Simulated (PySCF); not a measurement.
F₄Te, charge -1, multiplicity 2. Atoms are numbered in the order given.

```xyz
5

Te     0.0000     0.0000     0.3414
F      2.0702     0.0000     0.2659
F     -2.0702     0.0000     0.2659
F      0.0000    -1.2866    -1.2522
F      0.0000     1.2866    -1.2522
```
Charge -1, spin multiplicity 2.

The structure is a stationary point at PBE-D3(BJ)/def2-SVPD. The def2 effective core potentials stand for the cores of Te; spin–orbit coupling is left out.

These are PBE-D3(BJ)/def2-SVPD run with PySCF values and carry that method's errors.

Frequencies are harmonic and unscaled.

```csv
mode,ν (cm⁻¹),IR (km/mol),moving atoms (share of kinetic energy)
1,114,0.0,F 100 %
2,132,5.9,"F 91 %, Te 9 %"
3,138,4.9,"F 86 %, Te 14 %"
4,209,1.9,F 93 %
5,266,10.0,"F 90 %, Te 10 %"
6,362,79.6,"F 86 %, Te 14 %"
7,446,20.0,F 98 %
8,467,295.6,"F 75 %, Te 25 %"
9,500,89.0,"F 84 %, Te 16 %"
```
